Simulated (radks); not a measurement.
Values are calculated unless marked as measured or tabulated.
Question: The holmium ion Ho49+, [Ar]. Code: a radial shooting solver on a logarithmic mesh with Libxc functionals. Model: non-relativistic Kohn-Sham, exchange-only B88, spin-polarised, spherical densities, point nucleus. Every spin shell is full or empty, so the densities are truly spherical. Functionals are evaluated on that one density, not self-consistently. Rank these orbital-free kinetic functionals by their error against the exact value of the orbitals, and give that value: Thomas-Fermi, von Weizsacker, TF + vW, TF + vW/9, LC94, APBEK, revAPBEK, Perdew 92, Thakkar, LKT, DePristo-Kress.

Answer: Exact: 9824.79 hartree. From best to worst, with 100 (|E| - |E exact|)/|E exact| (equal figures are ties): revAPBEK -0.42, APBEK -0.65, LC94 -0.72, DePristo-Kress -0.79, Thakkar -1.21, Perdew 92 -1.44, TF + vW/9 -1.45, Thomas-Fermi -6.73, LKT +21.80, TF + vW +40.72, von Weizsacker -52.55.
